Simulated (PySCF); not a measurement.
Two species compared at the same levels of theory.

First species: C7H11NOSi.
Atom-mapped SMILES: `[NH2:1][CH2:2][c:3]1[cH:4][cH:5][cH:6][c:7]([O:8][SiH3:9])[cH:10]1` (hydrogens: H11, H12 on N1; H13, H14 on C2; H15 on C4; H16 on C5; H17 on C6; H18, H19, H20 on Si9; H21 on C10)

Second species: C4H8OS.
SMILES with atom numbers: `[CH3:1][C@@H:2]1[CH2:3][CH2:4][S@:5]1=[O:6]` (hydrogens: H7, H8, H9 on C1; H10 on C2; H11, H12 on C3; H13, H14 on C4)

Structure used (GFN2-xTB), in Å, numbered top down from 1:
```
atom  x, y, z in Å
C1    -1.813    0.166    0.303
C2    -0.521   -0.011   -0.458
C3     0.551   -0.904    0.167
C4     1.742   -0.033   -0.215
S5     0.645    1.465   -0.419
O6     0.802    2.008   -1.765
H7    -1.612    0.463    1.331
H8    -2.427    0.933   -0.164
H9    -2.376   -0.766    0.319
H10   -0.697   -0.250   -1.507
H11    0.429   -0.946    1.249
H12    0.582   -1.924   -0.217
H13    2.523    0.081    0.530
H14    2.171   -0.282   -1.181
```

Levels: PBE0/pcSseg-1 for dipole moment, HOMO energy, LUMO energy and HOMO–LUMO gap; GFN2-xTB for rotational constant A and rotational constant C. Geometries: GFN2-xTB. Each species is one conformer at its optimised geometry, gas phase, non-relativistic unless stated. Electronic properties by PySCF.

Dipoles, sizes and rotational constants follow the conformer. The torsions of the flexible species, by atom-mapped SMILES:
- `[NH2:1][CH2:2][c:3]1[cH:4][cH:5][cH:6][c:7]([O:8][SiH3:9])[cH:10]1`: N1–C2–C3–C4 -88°, C6–C7–O8–Si9 -1°, H–N1–C2–C3 59°, H–N1–C2–C3 -59°

(1) Which of the two has the higher dipole moment, and by how much?

(2) Which has the higher rotational constant A?

(3) Which of the two has the higher rotational constant C, and by how much?

(4) Which has the higher LUMO energy?

(5) Which has the higher HOMO–LUMO gap?

(6) Which has the higher HOMO energy?

Answers

(1) The second: 3.93 D against 1.90 D, a difference of 2.03 D.

(2) The second: 4.361 GHz against 2.608 GHz, a difference of 1.753 GHz.

(3) The second: 1.946 GHz against 0.494 GHz, a difference of 1.452 GHz.

(4) The second: 0.32 eV against -0.31 eV, a difference of 0.63 eV.

(5) The second: 6.78 eV against 6.29 eV, a difference of 0.49 eV.

(6) The second: -6.46 eV against -6.60 eV, a difference of 0.14 eV.

On the first: A dipole of 1.90 D is allowed in C1, and pure rotational transitions are dipole-allowed. The dipole equals about 6.4 × 10⁻³⁰ C·m (1 D = 3.33564 × 10⁻³⁰ C·m).

On the second: A dipole of 3.93 D is allowed in C1, and pure rotational transitions are dipole-allowed. The dipole equals about 13.1 × 10⁻³⁰ C·m (1 D = 3.33564 × 10⁻³⁰ C·m).
